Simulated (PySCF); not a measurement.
A species of formula C3H15NO2Si3 has this rotational fingerprint, computed with PBE0/pcSseg-1 in PySCF (dipole) on a GFN2-xTB geometry, gas phase:

- Rotational constants: A = 1652, B = 528.3, C = 463.2 MHz
- Dipole components: |μa| = 0.45 D, |μb| = 0.61 D, |μc| = 0.09 D
- Inertial defect: -171.44 u·Å²
- κ: -0.89

Task: Which structure is it? (One computed conformer of each.)
A. `[CH3:1][O:2][Si@@H:3]([CH3:4])[Si@:5]([CH3:6])([OH:7])[SiH2:8][NH2:9]` with C1–O2–Si3–C4 50°, O2–Si3–Si5–C6 -139°, Si3–Si5–O7–H -73°, Si3–Si5–Si8–N9 40°, Si5–Si8–N9–H -41° and -177°
B. `[CH3:1][C@@H:2]([O:3][SiH3:4])[Si@@:5]([CH3:6])([OH:7])[SiH2:8][NH2:9]` with C1–C2–O3–Si4 -66°, C1–C2–Si5–C6 170°, C2–Si5–O7–H -43°, C2–Si5–Si8–N9 -70°, Si5–Si8–N9–H 180° and -42°
C. `[CH3:1][CH2:2][Si@H:3]([NH:4][CH3:5])[Si:6]([OH:7])([OH:8])[SiH3:9]` with C1–C2–Si3–N4 69°, C2–Si3–N4–C5 50°, C2–Si3–Si6–O7 -140°, Si3–Si6–O7–H 172°, Si3–Si6–O8–H -49°

Result: B. It is C[C@@H](O[SiH3])[Si@@](C)(O)[SiH2]N, an asymmetric top, point group C1. The candidates at the same level (rigid rotor, commonest isotopes):

```
                             SMILES  A (MHz)  B (MHz)  C (MHz)  μa (D)  μb (D)  μc (D)  Δ (u·Å²)  point group           rotor
C[C@@H](O[SiH3])[Si@@](C)(O)[SiH2]N     1652    528.3    463.2    0.45    0.61    0.09   -171.44           C1  asymmetric top
     CO[Si@@H](C)[Si@](C)(O)[SiH2]N     1055    766.3    542.3    2.34    1.16    0.31   -206.90           C1  asymmetric top
       CC[Si@H](NC)[Si](O)(O)[SiH3]     1148    620.5    574.6    0.03    0.66    0.33   -375.23           C1  asymmetric top
```

`CO[Si@@H](C)[Si@](C)(O)[SiH2]N` has B 45 % too high; `CC[Si@H](NC)[Si](O)(O)[SiH3]` has A 31 % too low. No structure here is proved a minimum.
